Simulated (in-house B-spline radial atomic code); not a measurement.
Spin-orbit splittings of orbital energies (j = l + 1/2 less j = l - 1/2) and ratios of mean radii (lower j over upper j) along the 36-electron series, configuration [Ar] 3d10 4s2 4p6. Computed with a B-spline radial code for spherical atoms: Dirac-Hartree-Fock, average of the configuration, finite nuclei.

| ion | Z | splitting of 3p (eV) | radius ratio of 3p | splitting of 2p (eV) | radius ratio of 2p | splitting of 4p (eV) | radius ratio of 4p |
| --- | --- | --- | --- | --- | --- | --- | --- |
| Kr | 36 | 8.3567 | 0.98194 | 54.303 | 0.97562 | 0.73927 | 0.97757 |
| Rb+ | 37 | 9.6165 | 0.98117 | 61.287 | 0.97422 | 0.98312 | 0.98014 |
| Sr2+ | 38 | 11.024 | 0.98038 | 68.943 | 0.97278 | 1.2765 | 0.98117 |
| Zr4+ | 40 | ? | ? | ? | ? | ? | ? |
| Nb5+ | 41 | 16.245 | 0.97785 | 96.405 | 0.9682 | 2.4711 | 0.98152 |
| Mo6+ | 42 | 18.36 | 0.97696 | 107.22 | 0.96659 | 2.9866 | 0.98125 |
| Tc7+ | 43 | ? | ? | ? | ? | ? | ? |
| Ru8+ | 44 | ? | ? | ? | ? | ? | ? |
| Rh9+ | 45 | 26.024 | 0.97411 | 145.39 | 0.96151 | 4.951 | 0.97996 |
| Pd10+ | 46 | 29.066 | 0.9731 | 160.22 | 0.95973 | 5.7625 | 0.97941 |
| Ag11+ | 47 | 32.38 | 0.97207 | 176.2 | 0.9579 | 6.662 | 0.97882 |
| Cd12+ | 48 | 35.981 | 0.97101 | 193.4 | 0.95603 | 7.6554 | 0.97819 |
| In13+ | 49 | 39.887 | 0.96992 | 211.88 | 0.95411 | 8.7492 | 0.97753 |
| Sn14+ | 50 | 44.117 | 0.9688 | 231.72 | 0.95215 | 9.95 | 0.97682 |
| Sb15+ | 51 | 48.688 | 0.96765 | 252.99 | 0.95015 | 11.265 | 0.97609 |
| Te16+ | 52 | 53.623 | 0.96647 | 275.76 | 0.94809 | 12.701 | 0.97533 |
| I17+ | 53 | 58.94 | 0.96526 | 300.11 | 0.94599 | 14.265 | 0.97454 |
| Xe18+ | 54 | 64.662 | 0.96403 | 326.13 | 0.94384 | 15.966 | 0.97372 |
| Cs19+ | 55 | 70.811 | 0.96276 | 353.9 | 0.94164 | 17.813 | 0.97287 |
| Ba20+ | 56 | 77.41 | 0.96146 | 383.51 | 0.9394 | 19.812 | 0.972 |
| La21+ | 57 | 84.484 | 0.96013 | 415.05 | 0.9371 | 21.974 | 0.9711 |
| Ce22+ | 58 | 92.058 | 0.95876 | 448.61 | 0.93475 | 24.307 | 0.97017 |
| Pr23+ | 59 | 100.16 | 0.95737 | 484.3 | 0.93236 | 26.822 | 0.96922 |
| Nd24+ | 60 | 108.81 | 0.95594 | 522.23 | 0.92991 | 29.527 | 0.96823 |
| Pm25+ | 61 | 118.05 | 0.95448 | 562.48 | 0.92741 | 32.435 | 0.96723 |
| Sm26+ | 62 | 127.9 | 0.95299 | 605.19 | 0.92485 | 35.555 | 0.96619 |

Problem. Fill in the row of Zr4+.

Solution. splitting of 3p (eV): 14.325; radius ratio of 3p: 0.97872; splitting of 2p (eV): 86.454; radius ratio of 2p: 0.96977; splitting of 4p (eV): 2.017; radius ratio of 4p: 0.98164.

Problem. Fill in the row of Tc7+.

Solution. splitting of 3p (eV): 20.686; radius ratio of 3p: 0.97604; splitting of 2p (eV): 118.95; radius ratio of 2p: 0.96494; splitting of 4p (eV): 3.5684; radius ratio of 4p: 0.98089.

Problem. Fill in the row of Ru8+.

Solution. splitting of 3p (eV): 23.235; radius ratio of 3p: 0.97509; splitting of 2p (eV): 131.66; radius ratio of 2p: 0.96325; splitting of 4p (eV): 4.2215; radius ratio of 4p: 0.98046.

Problem. With what power of Z does the column «splitting of 2p (eV)» change over this range?

Solution. A fit of the logarithm of its size against log Z from Z = 36 to 62 has slope 4.43. An unscreened hydrogenic electron would give 4 at low Z; screening makes the apparent power larger near the neutral end, and relativity raises it again at high Z.
